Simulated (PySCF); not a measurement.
Compound: C₅H₉F₃O.
Cartesian coordinates in Å at the GFN2-xTB level; atoms count from 1:
```xyz
18
C5H9F3O angstrom
C     -2.039    0.058   -0.487
C     -0.757   -0.737   -0.271
C      0.467    0.175   -0.060
C      0.355    1.055    1.183
O      0.688    1.017   -1.163
C      1.705   -0.737    0.100
F      1.582   -1.607    1.114
F      1.913   -1.473   -1.011
F      2.834   -0.055    0.313
H     -1.888    0.817   -1.251
H     -2.836   -0.607   -0.807
H     -2.352    0.547    0.431
H     -0.569   -1.364   -1.148
H     -0.864   -1.394    0.593
H     -0.439    1.778    1.032
H      0.144    0.448    2.058
H      1.286    1.595    1.330
H      0.762    0.490   -1.969
```

Jobs on this species (18 atoms, 74 electrons) with PySCF (density fitting). Hardware of each: Arm Neoverse N1, one thread, on a shared host. The host was shared with other jobs, so the times are rough. Peak memory is the resident size of the whole Python process, interpreter and libraries included.

| level and settings | work | basis functions | SCF cycles | wall time | peak memory |
| --- | --- | --- | --- | --- | --- |
| PBE0/pcSseg-1 | shieldings | 198 | ? | ? | ? |
| OLYP/6-31G, IEF-PCM methanol | shieldings, charges and field gradients | 99 | 14 | 22 s | 0.57 GiB |
| LDA/pcSseg-1, grid level 1 | shieldings | 198 | 11 | 40 s | 0.67 GiB |

Task: Fill in the missing figures.

Result: 
- PBE0/pcSseg-1; shieldings: 49 s, 0.86 GiB, 14 SCF cycles

Task: What do all jobs in the table cost together?

Result: About 1.9 min; the longest takes about 44 % of that, and about 2.2 times as long as the shortest.
